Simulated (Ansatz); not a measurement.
A nudged elastic band was laid between two geometries of H4O2Sn (7 atoms, charge 0, multiplicity 1).

All numbers below come from RKS r2SCAN-D4/def2-SVP in Ansatz.

| Item | Value |
| --- | --- |
| movable images | 7 |
| climbing image | yes |
| spring | 5.0 eV/Å² |
| optimiser | quadratic models (default) |
| start path | through a guess of the saddle point |
| force threshold | 0.05 eV/Å |
| iteration limit | 60 |
| end points | relaxed |

Image 0:

```xyz
7
Properties=species:S:1:pos:R:3
O -1.580 -0.588 -0.361
Sn -0.021 0.467 0.291
O 1.506 -0.766 0.611
H -1.612 -0.625 -1.327
H 0.396 1.632 -0.905
H -0.435 1.008 1.846
H 1.808 -1.198 -0.200
```

Image 8:

```xyz
7
Properties=species:S:1:pos:R:3
O -1.185 -0.370 -0.522
Sn -0.424 1.328 0.435
O 1.334 -0.098 -0.343
H -1.635 -0.136 -1.346
H 0.510 -0.596 -0.636
H -0.219 0.419 1.966
H 1.680 -0.615 0.401
```

(1) Which bonds break or form, and what moves?

(2) Give the energies along the band, and the barrier.

(3) What is the geometry of the highest image?

The band took 22 iterations and about 5 core-minutes.

Answers

(1) Bonds broken: Sn2–H5. Bonds formed: O3–H5.

(2) The forces met the threshold. The highest image is number 2 of 0 to 8, 40.1 kcal/mol above the first end and 52.4 kcal/mol above the last; the last end lies 12.2 kcal/mol below the first. The profile has 2 maxima (images 2, 6) with wells between them (image 5): this band takes more than one step, which may be the mechanism or a detour left from its start path. Neighbouring images differ by up to 1.7 eV, so the band resolves the path poorly. A vibrational analysis at the climbing image gives one clearly imaginary mode, 1124i cm⁻¹: a first-order saddle point. The orbitals stay closed-shell, which can raise the energy where a bond breaks towards radicals; this wasn't checked here.

```tsv
image	path coordinate (Å)	energy (kcal/mol)	Sn2–H5 (Å)	O3–H5 (Å)
0	0.00	0.0	1.72	3.05
1	0.72	11.7	1.70	2.42
2	1.43	40.1	1.76	1.60
3	2.14	0.4	2.31	0.99
4	2.85	-8.1	2.81	0.97
5	3.56	-10.0	2.88	0.97
6	4.27	-8.2	2.81	0.97
7	4.97	-9.5	2.60	0.98
8	5.68	-12.2	2.39	1.01
```

(3) 
```xyz
7
Properties=species:S:1:pos:R:3
O -1.624 -0.612 -0.305
Sn -0.287 0.749 0.293
O 1.612 -0.293 0.257
H -1.657 -0.684 -1.269
H 1.187 0.960 -0.645
H -0.726 0.877 1.954
H 1.556 -1.066 -0.331
```

Run time: 2.9 min on 2 threads of Intel(R) Xeon(R) Platinum 8488C (Sapphire Rapids) (shared host), peak memory 0.18 GiB.
